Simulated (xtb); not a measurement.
Br$_{2}$Hg (SMILES [Br][Hg][Br]), singlet, from a rough starting geometry (GFN-xTB shapes and energies of metal compounds can be far from the true ones); GFN2-xTB in xtb 6.7.1.

Here is a job for xtb.
```
$ xtb mol.xyz --gfn 2 --opt vtight --json

# file mol.xyz
3

Hg     0.03141765     0.01800527     0.01399538
Br    -0.21565646     1.91089460    -1.48243989
Br     0.18649748    -1.91479607     1.50447091
```

Output, abridged:

```
   ID    Z sym.   atoms
    1   80 Hg     1
    2   35 Br     2, 3

           -------------------------------------------------
          |                Calculation Setup                |
           -------------------------------------------------

           -------------------------------------------------
          |                 G F N 2 - x T B                 |
           -------------------------------------------------

          ...................................................
          :                      SETUP                      :
          :.................................................:
          :  # basis functions                  24          :
          :  # atomic orbitals                  22          :
          :  # shells                            8          :
          :  # electrons                        16          :
          :  max. iterations                   250          :
          :  Hamiltonian                  GFN2-xTB          :
          :  restarted?                      false          :
          :  GBSA solvation                  false          :
          :  PC potential                    false          :
          :  electronic temp.          300.0000000     K    :
          :  accuracy                    1.0000000          :
          :  -> integral cutoff          0.2500000E+02      :
          :  -> integral neglect         0.1000000E-07      :
          :  -> SCF convergence          0.1000000E-05 Eh   :
          :  -> wf. convergence          0.1000000E-03 e    :
          :  Broyden damping             0.4000000          :
          :  net charge                          0          :
          :  unpaired electrons                  0          :
          ...................................................

 iter      E             dE          RMSdq      gap      omega  full diag
   1     -9.0296435 -0.902964E+01  0.159E+01    4.16       0.0  T
   2     -9.0337637 -0.412027E-02  0.115E+01    4.17       1.0  T
   3     -9.0371923 -0.342858E-02  0.449E+00    4.19       1.0  T
   4     -9.0376936 -0.501306E-03  0.861E-01    4.30       1.0  T
   5     -9.0377560 -0.623361E-04  0.381E-01    4.31       1.0  T
   6     -9.0377870 -0.310290E-04  0.221E-01    4.31       1.0  T
   7     -9.0377973 -0.102839E-04  0.541E-02    4.30       1.1  T
   8     -9.0377977 -0.389292E-06  0.366E-02    4.30       1.6  T
   9     -9.0377977 -0.215252E-07  0.168E-03    4.30      34.3  T
  10     -9.0377977 -0.496723E-10  0.117E-03    4.30      49.4  T
  11     -9.0377977 -0.499423E-10  0.215E-04    4.30     268.4  T
  12     -9.0377977 -0.296101E-10  0.857E-05    4.30     673.5  T

   *** convergence criteria satisfied after 12 iterations ***

         :::::::::::::::::::::::::::::::::::::::::::::::::::::
         ::                     SUMMARY                     ::
         :::::::::::::::::::::::::::::::::::::::::::::::::::::
         :: total energy              -9.033212532218 Eh    ::
         :: gradient norm              0.003404817772 Eh/a0 ::
         :: HOMO-LUMO gap              4.303244149269 eV    ::
         ::.................................................::
         :: SCC energy                -9.037797971248 Eh    ::
         :: -> isotropic ES            0.024390025183 Eh    ::
         :: -> anisotropic ES          0.003808001339 Eh    ::
         :: -> anisotropic XC         -0.015162770136 Eh    ::
         :: -> dispersion             -0.002370135624 Eh    ::
         :: repulsion energy           0.004585439030 Eh    ::
         :: add. restraining           0.000000000000 Eh    ::
         :: total charge              -0.000000000000 e     ::
         :::::::::::::::::::::::::::::::::::::::::::::::::::::

      -----------------------------------------------------------
     |                   =====================                   |
     |                        A N C O P T                        |
     |                   =====================                   |
     |               Approximate Normal Coordinate               |
     |                Rational Function Optimizer                |
      -----------------------------------------------------------
      -----------------------------------------------------------
     |                   =====================                   |
     |                        A N C O P T                        |
     |                   =====================                   |
     |               Approximate Normal Coordinate               |
     |                Rational Function Optimizer                |
      -----------------------------------------------------------

          ...................................................
          :                      SETUP                      :
          :.................................................:
          :   optimization level         verytight          :
          :   max. optcycles                   200          :
          :   ANC micro-cycles                  20          :
          :   degrees of freedom                 3          :
          :.................................................:
          :   RF solver                   davidson          :
          :   write xtbopt.log                true          :
          :   linear?                        false          :
          :   energy convergence         0.1000000E-06 Eh   :
          :   grad. convergence          0.2000000E-03 Eh/α :
          :   maxmium RF displ.          1.0000000          :
          :   Hlow (freq-cutoff)         0.1000000E-01      :
          :   Hmax (freq-cutoff)         5.0000000          :
          :   S6 in model hess.         20.0000000          :
          ...................................................

generating ANC from exact Hessian ...
Using Lindh-Hessian (1995)
 Shifting diagonal of input Hessian by    9.9092355169712321E-003
 Lowest  eigenvalues of input Hessian
[...]
 * total energy  :    -9.0332125 Eh     change       -0.4028777E-11 Eh
 * total energy  :    -9.0332383 Eh     change       -0.2576504E-04 Eh
 * total energy  :    -9.0332759 Eh     change       -0.3757944E-04 Eh
 * total energy  :    -9.0332770 Eh     change       -0.1140436E-05 Eh
 * total energy  :    -9.0332784 Eh     change       -0.1360995E-05 Eh
 * total energy  :    -9.0332784 Eh     change       -0.2972098E-07 Eh
   *** GEOMETRY OPTIMIZATION CONVERGED AFTER 6 ITERATIONS ***
[...]
          :  PC potential                    false          :
          :  electronic temp.          300.0000000     K    :
          :  accuracy                    1.0000000          :
          :  -> integral cutoff          0.2500000E+02      :
          :  -> integral neglect         0.1000000E-07      :
          :  -> SCF convergence          0.1000000E-05 Eh   :
          :  -> wf. convergence          0.1000000E-03 e    :
          :  Broyden damping             0.4000000          :
          :  net charge                          0          :
          :  unpaired electrons                  0          :
          ...................................................

 iter      E             dE          RMSdq      gap      omega  full diag
   1     -9.0383130 -0.903831E+01  0.253E-04    4.43       0.0  T
   2     -9.0383130 -0.846612E-11  0.206E-04    4.43     280.6  T
   3     -9.0383130 -0.196891E-10  0.767E-05    4.43     753.0  T

   *** convergence criteria satisfied after 3 iterations ***

         :::::::::::::::::::::::::::::::::::::::::::::::::::::
         ::                     SUMMARY                     ::
         :::::::::::::::::::::::::::::::::::::::::::::::::::::
         :: total energy              -9.033278407905 Eh    ::
         :: gradient norm              0.000038853857 Eh/a0 ::
         :: HOMO-LUMO gap              4.434067734426 eV    ::
         ::.................................................::
         :: SCC energy                -9.038313303004 Eh    ::
         :: -> isotropic ES            0.024637153301 Eh    ::
         :: -> anisotropic ES          0.003845985413 Eh    ::
         :: -> anisotropic XC         -0.015430857962 Eh    ::
         :: -> dispersion             -0.002379159772 Eh    ::
         :: repulsion energy           0.005034895099 Eh    ::
         :: add. restraining           0.000000000000 Eh    ::
         :: total charge               0.000000000000 e     ::
         :::::::::::::::::::::::::::::::::::::::::::::::::::::

           -------------------------------------------------
          |                Property Printout                |
           -------------------------------------------------

    * Orbital Energies and Occupations

         #    Occupation            Energy/Eh            Energy/eV
      -------------------------------------------------------------
         1        2.0000           -0.8768414             -23.8601
         2        2.0000           -0.8715475             -23.7160
         3        2.0000           -0.5701695             -15.5151
         4        2.0000           -0.4700950             -12.7919
         5        2.0000           -0.4676585             -12.7256
         6        2.0000           -0.4676584             -12.7256
         7        2.0000           -0.4523815             -12.3099
         8        2.0000           -0.4523815             -12.3099 (HOMO)
         9                         -0.2894325              -7.8759 (LUMO)
        10                         -0.1326022              -3.6083
        11                         -0.1326022              -3.6083
        12                         -0.0065664              -0.1787
        13                         -0.0031102              -0.0846
        14                         -0.0031102              -0.0846
        15                          0.0087467               0.2380
        16                          0.0087467               0.2380
        17                          0.0087977               0.2394
        18                          0.0087977               0.2394
        19                          0.0300252               0.8170
       ...                                ...                  ...
        22                          1.5402660              41.9128
      -------------------------------------------------------------
                  HL-Gap            0.1629490 Eh            4.4341 eV
             Fermi-level           -0.3709070 Eh          -10.0929 eV

     #   Z          covCN         q      C6AA      α(0)
     1  80 Hg       1.688     0.238   283.648    29.220
     2  35 Br       0.844    -0.119   188.090    22.112
     3  35 Br       0.844    -0.119   188.093    22.112

 Mol. C6AA /au·bohr⁶  :       1957.253547
 Mol. C8AA /au·bohr⁸  :     149437.889716
 Mol. α(0) /au        :         73.444184

Wiberg/Mayer (AO) data.
largest (>0.10) Wiberg bond orders for each atom

 ---------------------------------------------------------------------------
     #   Z sym  total        # sym  WBO       # sym  WBO       # sym  WBO
 ---------------------------------------------------------------------------
     1  80 Hg   2.092 --     2 Br   1.046     3 Br   1.046
     2  35 Br   1.345 --     1 Hg   1.046     3 Br   0.299
     3  35 Br   1.345 --     1 Hg   1.046     2 Br   0.299
 ---------------------------------------------------------------------------

Topologies differ in total number of bonds
Writing topology from bond orders to xtbtopo.mol

molecular dipole:
                 x           y           z       tot (Debye)
 q only:        0.000       0.000      -0.000
   full:        0.001       0.000      -0.000       0.002
molecular quadrupole (traceless):
                xx          xy          yy          xz          yz          zz
 q only:        2.448       0.487      -2.127      -0.381       3.613      -0.321
  q+dip:        8.612       1.714      -7.482      -1.339      12.707      -1.130
   full:        9.934       1.978      -8.630      -1.544      14.658      -1.304

optimized geometry written to: xtbopt.xyz

           -------------------------------------------------
          | TOTAL ENERGY               -9.033278407905 Eh   |
          | GRADIENT NORM               0.000038853857 Eh/α |
          | HOMO-LUMO GAP               4.434067734426 eV   |
           -------------------------------------------------

normal termination of xtb
```
